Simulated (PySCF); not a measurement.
## Electric field gradients and quadrupole coupling constants

C6H6O2S.
Numbering: `[CH3:1][O:2][C:3](=[O:4])[c:5]1[cH:6][cH:7][cH:8][s:9]1` (hydrogens: H10, H11, H12 on C1; H13 on C6; H14 on C7; H15 on C8)

Structure used (PBE0-D3(BJ)/def2-SVP), in Å, numbered top down from 1:
```
atom  x, y, z in Å
C1     3.034   -0.063    0.729
O2     1.641    0.185    0.777
C3     0.881   -0.593   -0.005
O4     1.320   -1.459   -0.719
C5    -0.544   -0.260    0.118
C6    -1.573   -0.889   -0.546
C7    -2.839   -0.344   -0.223
C8    -2.743    0.689    0.681
S9    -1.126    1.002    1.142
H10    3.418    0.053   -0.295
H11    3.262   -1.085    1.069
H12    3.500    0.671    1.396
H13   -1.391   -1.713   -1.236
H14   -3.785   -0.694   -0.636
H15   -3.554    1.285    1.099
```

Field gradients from the PBE0/pcSseg-1 density (PySCF, non-relativistic), principal values in atomic units, ordered |Vxx| ≤ |Vyy| ≤ |Vzz|:

```tsv
atom	Vxx	Vyy	Vzz
O2	-0.4795	-1.2491	1.7287
O4	0.7182	0.8220	-1.5401
S9	-0.4631	-1.3495	1.8125
```

Problem. Find the asymmetry η = (Vxx − Vyy)/Vzz and the couplings χ = eQV/h (234.96 MHz × Q in barn × V in au), with Q(17O) = −0.0256 b, Q(33S) = −0.0678 b.

Solution. 
```csv
atom,environment,nucleus,η,χzz (MHz),χxx (MHz),χyy (MHz)
O2,ester single-bonded oxygen,17O,0.45,-10.40,2.88,7.51
O4,ester carbonyl oxygen,17O,0.07,9.26,-4.32,-4.94
S9,thiophene-type sulfur,33S,0.49,-28.87,7.38,21.50
```

Problem. What is Vzz at O2 in SI units (1 au = 9.71736 × 10²¹ V/m²)?

Solution. 1.7287 au = 16.798 × 10²¹ V/m².

Problem. What couplings would deuterons (Q(2H) = 0.00286 b) have in place of the hydrogens, at this geometry?

Solution. 
```json
{"atom": "H10", "bonded to": "C1", "bond length (Å)": "1.100", "Vzz (au)": "0.2813", "η": "0.11", "χzz (kHz)": "189"}
{"atom": "H11", "bonded to": "C1", "bond length (Å)": "1.100", "Vzz (au)": "0.2813", "η": "0.11", "χzz (kHz)": "189"}
{"atom": "H12", "bonded to": "C1", "bond length (Å)": "1.096", "Vzz (au)": "0.2902", "η": "0.08", "χzz (kHz)": "195"}
{"atom": "H13", "bonded to": "C6", "bond length (Å)": "1.090", "Vzz (au)": "0.3059", "η": "0.04", "χzz (kHz)": "206"}
{"atom": "H14", "bonded to": "C7", "bond length (Å)": "1.090", "Vzz (au)": "0.3097", "η": "0.07", "χzz (kHz)": "208"}
{"atom": "H15", "bonded to": "C8", "bond length (Å)": "1.090", "Vzz (au)": "0.3107", "η": "0.09", "χzz (kHz)": "209"}
```

Geometry: PBE0-D3(BJ)/def2-SVP, one conformer, isolated molecule. With so small a basis the couplings can be 20 % off.
